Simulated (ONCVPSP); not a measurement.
Building the ONCV potential for Rh (Z = 45) (PBE, scalar-relativistic).

| Quantity | Value |
| --- | --- |
| Element | rhodium (Rh) |
| Generator | ONCVPSP 4.0.1 |
| Type | optimised norm-conserving Vanderbilt (ONCV) |
| Functional | PBE |
| Relativity | scalar-relativistic |
| Frozen core | [Ar] 3d10 |
| Valence charge | 17 |
| Reference configuration | 4s2 4p6 4d8 5s1 |
| Partial waves | 4s+5s: rc 1.75 bohr, ncon 4, nbas 9, qcut 6 1/bohr, 2 projectors; 4p: rc 1.25 bohr, ncon 4, nbas 9, qcut 7.3 1/bohr, 1 projector; 4d: rc 1.25 bohr, ncon 3, nbas 7, qcut 11.6 1/bohr, local |
| Local potential | the d channel |
| Core correction | Teter function, fcfact 3, rcfact 1.75 |

Poles of the logarithmic derivatives, all-electron (AE) and pseudo (PS). s: poles at -2.8 (AE) and -2.8, 4.5 (PS) Ha. p: poles at 0.7 (AE) and 0.6 (PS) Ha. d: poles at 3.2 (AE) and 3.2 (PS) Ha. Test radii: s 1.78, p 1.27, d 1.27 bohr.

- Cutoffs needed: 30 Ha and 155 Ha (the cutoffs (Ha) at which the residual kinetic energy of the hardest occupied pseudo-wave falls to 1 and 0.1 mHa per electron)
- Ghost test: no bound ghost flagged; no localised positive-energy state flagged
- Largest excitation error: -433 meV (all-electron minus pseudo) for 4s1 4p6 4d8 5s1, out of 4 test configurations
- rms error of d²Exc/dni dnj: 4.02 mHa without and 3.25 mHa with the model core
